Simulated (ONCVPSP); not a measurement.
**Configuration tests for zirconium (Zr) (ONCV)**

Zr (Z = 40), optimised norm-conserving Vanderbilt (ONCV), made with ONCVPSP 4.0.1 (PBE, scalar-relativistic). Core [Ar] 3d10, reference 4s2 4p6 4d2 5s2. Waves: 4s+5s: rc 2.10 bohr, ncon 4, nbas 8, qcut 6.3 1/bohr, 2 projectors; 4p: rc 1.85 bohr, ncon 4, nbas 7, qcut 8.9 1/bohr, 1 projector; 4d: rc 2.35 bohr, ncon 3, nbas 7, qcut 6.6 1/bohr, 2 projectors, debl 0.7 Ha; f scattering state at 0.11 Ha: rc 2.25 bohr, ncon 3, nbas 8, qcut 5.1 1/bohr, 2 projectors, debl 1.5 Ha. Local part: polynomial inside 1.60 bohr (lpopt 5, dvloc0 0 Ha). Core correction: none.

Energies are relative to the spin-unpolarised reference configuration 4s2 4p6 4d2 5s2; without spin polarisation the order of configurations can differ from experiment.

Give the all-electron excitation energy and the error of the potential for: 4s2 4p6 4d2 5s1; 4s2 4p6 4d2 5s0; 4s2 4p6 4d1 5s0; 4s1 4p6 4d2 5s2.

| valence configuration | charge | ΔE all-electron (eV) | error AE − PS (meV) |
| --- | --- | --- | --- |
| 4s2 4p6 4d2 5s1 | +1 | 7.137 | -1.5 |
| 4s2 4p6 4d2 5s0 | +2 | 20.078 | -6.0 |
| 4s2 4p6 4d1 5s0 | +3 | 42.704 | +3.7 |
| 4s1 4p6 4d2 5s2 | +1 | 60.527 | -187 |

Levels in the configuration 4s2 4p6 4d2 5s0:

```json
{"level": "4s", "all-electron (eV)": "-68.988", "pseudo (eV)": "-69.032"}
{"level": "4p", "all-electron (eV)": "-46.920", "pseudo (eV)": "-46.939"}
{"level": "4d", "all-electron (eV)": "-17.300", "pseudo (eV)": "-17.299"}
```
